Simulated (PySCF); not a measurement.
Isomers of C8H9F, from PBE0-D3(BJ)/def2-SVP geometry optimisation, gas phase (PySCF 2.14.0). One conformer each, no zero-point energy, no frequencies.

Question: Which is lowest in electronic energy at this level?
A. `[F:1][CH2:2][C:3]1=[CH:4][CH:5]=[CH:6][C:7]12[CH2:8][CH2:9]2` with F1–C2–C3–C4 122°: A = 2370, B = 1645, C = 1101 MHz, dipole 1.42 D
B. `[CH3:1][CH2:2][c:3]1[cH:4][cH:5][cH:6][c:7]([F:8])[cH:9]1` with C1–C2–C3–C4 85°: A = 2973, B = 1128, C = 876.0 MHz, dipole 1.63 D
C. `[F:1][CH2:2][CH2:3][c:4]1[cH:5][cH:6][cH:7][cH:8][cH:9]1` with F1–C2–C3–C4 -179°, C2–C3–C4–C5 87°: A = 4457, B = 832.6, C = 747.1 MHz, dipole 1.67 D
D. `[CH2:1]=[CH:2][C@@H:3]1[CH:4]=[CH:5][C@@H:6]2[CH2:7][C@:8]12[F:9]` with C1–C2–C3–C4 -121°: A = 2530, B = 1508, C = 1145 MHz, dipole 1.36 D

Answer: B. That is `CCc1cccc(F)c1`, 4.2 kcal/mol below the next.

```
                      SMILES                                                      mapped SMILES      E (Eh)  relative (kcal/mol)  relative (kJ/mol)  dipole (D)
               CCc1cccc(F)c1          [CH3:1][CH2:2][c:3]1[cH:4][cH:5][cH:6][c:7]([F:8])[cH:9]1  -409.36742                  0.0                0.0        1.63
                 FCCc1ccccc1           [F:1][CH2:2][CH2:3][c:4]1[cH:5][cH:6][cH:7][cH:8][cH:9]1  -409.36067                  4.2               17.7        1.67
             FCC1=CC=CC12CC2       [F:1][CH2:2][C:3]1=[CH:4][CH:5]=[CH:6][C:7]12[CH2:8][CH2:9]2  -409.29943                 42.7              178.5        1.42
C=C[C@@H]1C=C[C@@H]2C[C@]12F  [CH2:1]=[CH:2][C@@H:3]1[CH:4]=[CH:5][C@@H:6]2[CH2:7][C@:8]12[F:9]  -409.28126                 54.1              226.2        1.36
```

As drawn, the lowest has an aromatic ring, which the highest lacks; the highest has a three-membered ring and a C=C bond outside aromatic rings, which the lowest lacks.
